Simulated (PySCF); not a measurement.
## Identify the compound

Molecular formula: C₇H₁₃Al. Simulated spectra:

¹H NMR (600 MHz, computed): δ 4.94 (br, 1H), 2.42 (d, 1H), 1.34 (q, 2H), 1.07 (s, 6H), 0.99 (t, 3H).

¹³C{¹H} NMR (computed): δ 109.5 (CH), 97.6 (C), 37.0 (CH2), 26.4 (C), 26.2 (CH3, 2C), 17.4 (CH3).

[PySCF 2.14: NMR shieldings at PBE0/pcSseg-1/GIAO; structure optimised with PBE0-D3(BJ)/def2-SVP; one computed conformer; fast rotation and ring inversion assumed for equivalent nuclei; non-relativistic; no solvent]

Shifts are taken against calculated references (same method and geometry level): ¹H, ¹³C against TMS.

**Question.** Which of these isomers gave the spectra?
A. C#[C][AlH][C](C)(C)CC
B. C1C[CH]([AlH][CH]2CC2)C1
C. CC#[C][AlH][C](C)(C)C

**Answer.** A. 

6 carbon signals for 7 carbons: some carbons are equivalent by symmetry or fast rotation. Carbon types of the structure: 2 × C, 1 × CH, 1 × CH2, 3 × CH3, leaving 1 H on heteroatoms. δC 109.5: terminal alkyne carbon. δC 97.6: alkyne carbon; the triple bond shields along its axis, which puts it between sp3 and sp2 carbons. δC 37.0: sp3 CH2; a saturated carbon with 2 carbon neighbours and no heteroatom attached. δC 26.2, 17.4: methyl carbon; aliphatic region, no heteroatom directly attached. δH 2.42: hydrogen on a terminal alkyne carbon; it lies on the axis of the triple bond, in its shielding cone.

The others: CC#[C][AlH][C](C)(C)C would give 5 carbon signals, not 6; C1C[CH]([AlH][CH]2CC2)C1 would give 5 carbon signals, not 6.

Hydrides on Al or Ga are broadened by the quadrupolar metal nucleus. Shifts are as computed. Against solution values, carbons near 30 ppm lie about +2 ppm off and those near 130 ppm about +5 ppm. Of 1211 compounds with measured shifts, 218 miss one by over three times the rms of a fit or turn the order of signals round; such compounds aren't used in these exercises. Multiplicities follow the n + 1 count of equivalent neighbours, as no J values were calculated; m marks all less simple cases, F and P coupling included.
